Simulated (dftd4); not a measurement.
O2Se, triplet, at a GFN2-xTB geometry (a higher spin typed on purpose: for a closed-shell molecule this is an excited state); dftd4 with D4 for bp86.

Here is a job for dftd4.
```
$ dftd4 mol.xyz --func bp86 --charge 0 --json dftd4.json --noedisp

# file mol.xyz
3

O     -1.39321454     0.52551246     0.02865993
Se     0.01391937    -0.27854277    -0.02333375
O      1.33405721     0.65829433     0.07050850
```

What the program printed (banner, timings and long lists left out):

```
                    ____  _____ _____     ____  _  _
      -------------|  _ \|  ___|_   _|---|  _ \| || |------------
     |             | | | | |_    | | ___ | | | | || |_           |
     |             | |_| |  _|   | ||___|| |_| |__   _|          |
     |             |____/|_|     |_|     |____/   |_|            |
     |             ===================================           |
     |            E. Caldeweyher, S. Ehlert & S. Grimme          |
     |          Mulliken Center for Theoretical Chemistry        |
     |                    University of Bonn                     |
      -----------------------------------------------------------

Rational (Becke-Johnson) damping: bp86-D4-ATM
---------------------
  s6         1.0000
  s8         3.3550
  s9         1.0000
  a1         0.4365
  a2         4.9241
 alp        16.0000
--------------------

Dispersion energy:      -2.4253639841673E-03 Eh

[Info] JSON dump of results written to 'dftd4.json'
```
